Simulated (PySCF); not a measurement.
Computed shifts of a molecule C₄H₄Cl₂, HF/pcSseg-1 in PySCF, GIAO, gas phase, atoms alike by connectivity averaged where their shifts nearly agree, in ppm (number of nuclei): ¹³C: 218.7 (1), 122.1 (1), 104.7 (1), 26.5 (1). ¹H: 6.62 (1), 2.51 (3). References: ¹³C against TMS (σ = 192.6 ppm); ³⁵Cl against HCl (σ = 958.2 ppm); ¹H against TMS (σ = 31.99 ppm), references at their B3LYP-D3(BJ)/def2-TZVP geometries, non-relativistic (without spin–orbit terms, shifts of atoms bonded to Cl or Br come out too high). The structure is a stationary point at B3LYP-D3(BJ)/def2-SVP. The values are those of a single conformer.

**Question.** Which structure fits?
A. C#CCC(Cl)Cl
B. ClC1=C(Cl)CC1
C. CC(Cl)=C=CCl
D. CC=C=C(Cl)Cl

**Answer.** C, CC(Cl)=C=CCl
